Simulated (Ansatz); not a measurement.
Reaction (hydrogenolysis of a C–C bond): `CC1B[Te]1` + H₂ → `B1C[Te]1` + CH₄

Calculated with Ansatz (gas phase, PBE0-D4/def2-TZVP geometries, no zero-point term in ΔE). CCSD(T)/CBS is the MP2 limit (def2-TZVPP, def2-QZVPP) plus CCSD(T) − MP2 in def2-TZVPP, frozen cores. This one scheme is used for every species. Functionals use def2-TZVPP. B3LYP here is the variant with VWN-RPA as its local correlation; programs differ in this. def2 core potentials past Kr. For Te outer-core shells are correlated without core-valence functions, which leaves a few kJ/mol of doubt a bond.

```tsv
level	ΔE (eV)
revPBE-D4	-0.56
B97M-V	-0.74
r2SCAN	-0.68
B3LYP	-0.77
BHLYP	-0.80
CCSD/def2-SVP	-0.69
HF/def2-TZVPP	-0.88
CCSD(T)/def2-TZVPP	-0.66
```

(1) What does CCSD(T)/CBS give? (Estimate.)

(2) What do rigid-rotor, harmonic-oscillator terms from PBE0-D4/def2-TZVP frequencies (298.15 K, 1 bar) make of the CCSD(T)/CBS value? (An estimate is asked.)

Largest T1 diagnostic among the species: 0.018.

## Answers

(1) The calculation gave: -0.64 eV. The listed levels differ from it by 0.08, -0.10, -0.04, -0.13, -0.16, -0.05, -0.24, -0.02 eV.

(2) The calculation gave: ΔZPE = +0.17 eV, ΔH = -0.50 eV, ΔS = 23 J/(mol·K), ΔG = -0.57 eV.

From PBE to PBE0 (25 % exact exchange), in def2-TZVPP and without D4, ΔE moves by −0.03 eV. Leaving LDA and LC-ωPBE aside and taking each functional with its dispersion term where it has one, the values spread over 0.17 eV, from B97M-V to revPBE-D4. LDA lies +0.09 eV from PBE without D4. In def2-TZVPP, CCSD(T) changes the Hartree–Fock value by +0.23 eV (the triples alone add +0.05 eV) and MP2 by +0.29 eV.
